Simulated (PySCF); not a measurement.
Input for PySCF: R-HF/STO-3G on GeH4SSe (SMILES S[Se][GeH3]), a point of a torsion scan.

```python
from pyscf import gto, scf, dft, mp
from pyscf.data.elements import chemcore

mol = gto.M(
    atom='''
    S     2.30360921    0.53016664    0.16078542
    Se    0.90589421   -0.89906233    1.04872882
    Ge   -1.14508169   -0.02522598    0.29059788
    H     2.65261237   -0.20397150   -0.89797784
    H    -1.88380398   -1.03031995   -0.54772420
    H    -2.02709856    0.34766902    1.44575403
    H    -0.86208120    1.19234443   -0.53653530
    ''',
    basis='sto-3g',
    charge=0, spin=0, verbose=3, max_memory=1800)
mf = scf.RHF(mol)
mf.conv_tol = 1e-8
mf.max_cycle = 100
mf.kernel()
if not mf.converged:
    mf = mf.newton().run(mf.mo_coeff, mf.mo_occ)
```

Output:

```
converged SCF energy = -4820.86273934793
```

Self-consistency was reached.

Cost: very roughly 0.6 core-seconds.
